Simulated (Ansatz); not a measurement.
Ansatz (a quantum-chemistry and plane-wave program) input (r2SCAN/aug-cc-pV(Q+d)Z): A basis named .json is the Basis Set Exchange file of that set (core-valence sets with the plain set on hydrogen).

Ansatz 0.2 input:
```yaml
crystal:
  periodic: [false, false, false]
  atoms:
    - {symbol: S, position_ang: [-0.00000000, -0.00000000, -0.57933392]}
    - {symbol: F, position_ang: [0.00000000, 0.00000000, 1.02992697]}
basis:
  gaussian:
    orbitals: aug-cc-pV_Q+d_Z.json
    fitting: {mean_field: def2-SV_P_-JKFIT.json}
hamiltonian:
  xc: {name: r2SCAN}
magnetization: {spin_polarized: true, initial_magnetization: 1}
```

Output:

```
Functional definition: r2SCAN
integrals: 0.04 GiB planned
205 factors; integrals over basis functions are off by at most 1.4e0 eV
mean field: 0.56 GiB planned
mean field evaluation 1: about -13549.4568 eV, gradient 1.7e1 eV
mean field evaluation 2: about -13545.1675 eV, gradient 4.1e1 eV
mean field evaluation 4: about -13550.2744 eV, gradient 9.9e-1 eV
mean field evaluation 8: about -13550.2770 eV, gradient 4.7e-2 eV
mean field evaluation 16: about -13549.9300 eV, gradient 7.2e0 eV
mean field -13550.27705712 eV, -497.9634971416 hartree, gradient 3.5e-5 eV, S^2 0.758188; 1 other end points of the search recorded, 0 dependent functions left out
reference -13550.27707381 eV, -497.9634977548 hartree; 13, 12 occupied and 156, 157 virtual orbitals, 205 factors
Total energy: -13550.27707381 eV, -497.9634977548 hartree
```
